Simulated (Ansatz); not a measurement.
The lowest singlet and triplet of CH2O (SMILES C=O); geometries from B3LYP-D3(BJ)/def2-TZVP, each state relaxed from the structure named, with no frequency check.
Singlet at the triplet's geometry (charge 0, multiplicity 1):
```xyz
4

C     -0.5797     0.1103     0.0005
O      0.7059    -0.1343    -0.0007
H     -1.2633    -0.7325     0.0007
H     -0.9061     1.1452     0.0013
```

| level | gap E(singlet) − E(triplet), vertical, at the triplet's geometry (kJ/mol) | cost |
|---|---|---|
| R-HF/cc-pVQZ | -135.5 | - |
| U-SVWN5/def2-TZVPP | -270.9 | ×0.8 |
| R-PBE/def2-TZVPP | -259.7 | ×1 |
| R-B3LYP/def2-TZVPP | -251.8 | ×1 |
| R-PBE0/def2-TZVPP | -239.8 | ×1 |
| R-wB97M-V/def2-TZVPP | -263.3 | ×3 |
| R-MP2/cc-pVDZ | -313.4 | - |
| R-SCS-MP2/cc-pVDZ | -309.0 | - |
| R-SCS-MP2/cc-pVQZ | -322.6 | - |
| U-SCS-MP2/cc-pVQZ (spin-contaminated) | -245.7 | - |
| U-CCSD/cc-pVTZ (spin-contaminated) | -265.4 | - |
| U-CCSD(T)/cc-pVDZ (spin-contaminated) | -278.5 | ×1 |
| R-CCSD(T)/cc-pVQZ | -285.4 | ×40 |
| U-CCSD(T)/cc-pVQZ (spin-contaminated) | -281.3 | ×50 |
| R-CCSDT(Q)/cc-pVDZ | -283.5 | ×10 |
| SA-CASSCF(4,3)/cc-pVTZ | -268.1 | - |
| SC-NEVPT2 on SA-CASSCF(4,3)/cc-pVDZ | -290.6 | - |
| FIC-NEVPT4(SD) on SA-CASSCF(4,3)/cc-pVTZ | -285.5 | - |
| FIC-NEVPT4(SD) on SA-CASSCF(4,3)/cc-pVQZ | -286.3 | - |
| FIC-MRCISD+Q on SA-CASSCF(4,3)/cc-pVQZ | -284.0 | - |

The rows run from -322.6 (R-SCS-MP2/cc-pVQZ) to -135.5 kJ/mol (R-HF/cc-pVQZ). From cc-pVDZ (spin-contaminated) to cc-pVQZ (spin-contaminated) U-CCSD(T) changes by -2.8. The 4 R-functionals in def2-TZVPP without D3 or D4 span 23.6, from R-wB97M-V to R-PBE0.

A positive gap puts the triplet lower; no zero-point energy. R- takes a restricted singlet. U- takes an unrestricted singlet (broken symmetry where lower, unprojected). The triplet is unrestricted in single-reference levels. Active spaces average the two states.

Correlated levels freeze the cores.

Doubts at one or more of the structures used: a restricted determinant that unrestricted orbitals would lower (R-HF/cc-pVQZ, R-MP2/cc-pVDZ, R-SCS-MP2/cc-pVDZ, R-SCS-MP2/cc-pVQZ, R-CCSD(T)/cc-pVQZ, R-CCSDT(Q)/cc-pVDZ); T1 above 0.05 (U-CCSD/cc-pVTZ (spin-contaminated), U-CCSD(T)/cc-pVDZ (spin-contaminated), U-CCSD(T)/cc-pVQZ (spin-contaminated)).

The values were computed with Ansatz (a first-principles code). Each number belongs to the level named beside it.

Costs are rough ratios of core time to R-PBE/def2-TZVPP (about 0.9 s over the structures, on one shared machine); a dash marks a level with no comparable run of its own.
